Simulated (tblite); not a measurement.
C14H10OS.
Geometry (GFN2-xTB, Å), atoms numbered from 1 in this order:
```xyz
26
C14H10OS angstrom
O      2.154   -1.484   -2.700
C      2.877   -0.750   -2.077
C      2.527   -0.084   -0.815
C      3.438    0.756   -0.176
C      3.092    1.368    1.016
C      1.846    1.150    1.573
C      0.913    0.324    0.940
C     -0.389    0.071    1.553
S     -0.526    0.038    3.190
C     -1.548   -0.155    0.702
C     -2.592   -0.977    1.137
C     -3.702   -1.177    0.343
C     -3.800   -0.548   -0.889
C     -2.780    0.285   -1.323
C     -1.659    0.479   -0.540
C      1.269   -0.295   -0.256
H      3.900   -0.515   -2.435
H      4.411    0.922   -0.615
H      3.796    2.017    1.514
H      1.573    1.624    2.505
H     -2.507   -1.465    2.096
H     -4.496   -1.825    0.684
H     -4.670   -0.702   -1.509
H     -2.859    0.786   -2.276
H     -0.879    1.148   -0.871
H      0.589   -0.969   -0.757
```

Calculated harmonic vibrations of the isolated species, GFN2-xTB (tblite), most abundant isotopes, no scaling. Against measured fundamentals such values can be off by several per cent, at times by over 20. One conformer, not necessarily the lowest.

Harmonic wavenumbers (cm⁻¹): 28.9, 51.7, 62.0, 91.1, 104.2, 142.6, 193.6, 205.7, 222.4, 275.1, 300.6, 370.2, 382.9, 397.7, 425.9, 441.3, 507.9, 573.4, 586.2, 604.0, 625.7, 661.2, 667.6, 682.6, 757.7, 785.5, 839.8, 872.3, 895.0, 900.4, 910.1, 929.4, 930.0, 932.4, 934.0, 950.6, 988.8, 1007.8, 1082.0, 1092.4, 1125.1, 1129.3, 1166.5, 1180.0, 1189.1, 1195.9, 1245.1, 1249.3, 1278.5, 1299.9, 1323.2, 1327.4, 1375.1, 1421.9, 1429.0, 1451.5, 1459.5, 1566.4, 1569.4, 1572.5, 1588.5, 1747.4, 2755.6, 3079.1, 3080.1, 3082.2, 3087.0, 3087.4, 3092.5, 3093.3, 3097.9, 3099.5.

A = 678.9, B = 359.8, C = 256.8 MHz; mass 226.045 u (most abundant isotopes); point group C1, symmetry number 1.

Q: What is the zero-point energy?

A: Half the sum of the wavenumbers: 41929 cm⁻¹ = 501.58 kJ/mol.

Q: Give the ideal-gas entropy at 200 K and 1 bar in the rigid-rotor, harmonic-oscillator model (classical rotation).

A: Translation 168.16, rotation 132.69, vibration 124.64: S = 425.5 J/(mol K).

Q: And Cp and H(200 K) − H(0)?

A: Cp = 161.72 J/(mol K), of which vibrations give 128.46 (their classical limit is 72 R = 598.6); H(200 K) − H(0) = 19.70 kJ/mol without the zero-point energy, 13.05 from vibrations.

Q: How do the functions run with temperature in this model?

A: 
```json
{"T (K)": "100", "S (J/(mol K))": "337.7", "Cp (J/(mol K))": "99.8", "H − H(0) (kJ/mol)": "6.68", "G − H(0) (kJ/mol)": "-27.09", "ln q(vib)": "3.16"}
{"T (K)": "300", "S (J/(mol K))": "503.8", "Cp (J/(mol K))": "229.8", "H − H(0) (kJ/mol)": "39.26", "G − H(0) (kJ/mol)": "-111.90", "ln q(vib)": "11.05"}
{"T (K)": "500", "S (J/(mol K))": "650.7", "Cp (J/(mol K))": "348.4", "H − H(0) (kJ/mol)": "97.76", "G − H(0) (kJ/mol)": "-227.58", "ln q(vib)": "18.89"}
{"T (K)": "800", "S (J/(mol K))": "840.0", "Cp (J/(mol K))": "454.2", "H − H(0) (kJ/mol)": "219.87", "G − H(0) (kJ/mol)": "-452.16", "ln q(vib)": "30.25"}
{"T (K)": "1000", "S (J/(mol K))": "946.2", "Cp (J/(mol K))": "496.4", "H − H(0) (kJ/mol)": "315.19", "G − H(0) (kJ/mol)": "-631.03", "ln q(vib)": "37.27"}
```

q(vib) and H(0) count from the zero-point level.

Q: Which modes carry the vibrational entropy at 200 K?

A: 28.9 cm⁻¹: 21.39; 51.7 cm⁻¹: 16.59; 62.0 cm⁻¹: 15.10; 91.1 cm⁻¹: 11.98; 104.2 cm⁻¹: 10.90; 142.6 cm⁻¹: 8.46 J/(mol K); the other 66 give 40.24 together.

Q: What must be added to the electronic energy to get the Gibbs energy at 200 K and 1 bar?

A: ZPE + [H(200 K) − H(0)] − T·S = 501.58 + 19.70 − 85.10 = 436.18 kJ/mol.

Q: Blend soft modes into free rotors: weight 1/[1 + (100 cm⁻¹/ν̃)⁴] for the oscillator and the rest for a rotor with moment μB/(μ + B), μ = h/(8π²ν), B = 10⁻⁴⁴ kg m². What vibrational entropy results?

A: 112.26 J/(mol K) in place of 124.64, which changes −T·S at 200 K by +2.48 kJ/mol.

Hindered rotation and anharmonicity are outside this model. Other conformers, if any are populated, would add a mixing term that is left out. The structure is chiral; the term R ln 2 for an equal mix with its mirror image is left out.

Hardware: one thread, AMD EPYC 7R43 (x86_64), shared host with 256 logical CPUs at a one-minute load of 115. Cost: 4.3 s. The figure is for the frequency step alone.
